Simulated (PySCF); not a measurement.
C₄H₁₁FSi, SMILES F[C@@H]([SiH3])CCC. Coordinates come from a r2SCAN-D4/def2-SVP optimisation. The structure was generated by enumeration; whether it is a known compound was not checked. One conformer was computed; it need not be the lowest.

These are r2SCAN-D4/def2-SVP in PySCF values and carry that method's errors.

Harmonic wavenumbers (cm⁻¹): 88, 103, 126, 156, 227, 256, 314, 339, 430, 604, 624, 747, 779, 850, 902, 907, 938, 940, 970, 1050, 1075, 1101, 1140, 1217, 1253, 1302, 1316, 1346, 1386, 1393, 1440, 1466, 1471, 1480, 2217, 2235, 2243, 3003, 3012, 3026, 3027, 3065, 3090, 3119, 3129. Rotational constants (GHz): 5.795, 1.234, 1.082; symmetry number 1.

**Question.** Work out the zero-point energy and the ideal-gas rigid-rotor harmonic-oscillator thermochemistry at 298.15 K and 1 atm.

**Answer.** ZPE = ½ Σ hcν = ½ × 60904 cm⁻¹ = 87.07 kcal/mol. H − E(el) = 93.11 kcal/mol. Entropy in cal/(mol K): translation 39.90, rotation 28.12, vibration 22.34, total 90.36. G − E(el) = 66.17 kcal/mol. Cp = 32.69 cal/(mol K). Modes under 150 cm⁻¹ make the vibrational entropy uncertain.
